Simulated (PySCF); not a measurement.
## Correlation energy of N²⁺ (nitrogen, charge +2)

[He] 2s2 2p1, 2P determinant. All numbers are calculated (PySCF 2.14, the non-relativistic Hamiltonian (point nucleus), in cc-pV5Z). Frozen: 1s2; 3 electrons correlated.

MP2 pair energies summed by pair of shells (mhartree):

```csv
pair,energy,share (%)
2s-2s,-36.07,57.5
2s-2p,-26.65,42.5
```

Total MP2 correlation energy: -62.72 mhartree.

Same-spin part -4.17 and opposite-spin part -58.54 mhartree; SCS-MP2 scales them by 1/3 and 6/5 to -71.64 mhartree.
